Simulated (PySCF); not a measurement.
Electron correlation in Te⁺ (tellurium, charge +1)

[Kr] 4d10 5s2 5p3, high-spin 4S determinant. Computed with PySCF 2.14 in x2c-TZVPPall with one added diffuse shell each of s, p, d, f type (9s7p5d3f, 76 functions), with the spin-free X2C one-electron Hamiltonian (Gaussian nucleus). Frozen: [Kr] 4d10; 5 electrons correlated.

| level | correlation energy (mhartree) |
| --- | --- |
| CCSD | -72.05 |
| (T) | -2.02 |
| CCSD(T) | -74.07 |

Diagnostics: T1 = 0.0020, D1 = 0.0055, largest double amplitude 0.042.

Cost of the coupled-cluster step: of the order of 5 core-seconds, for 5 correlated electrons.
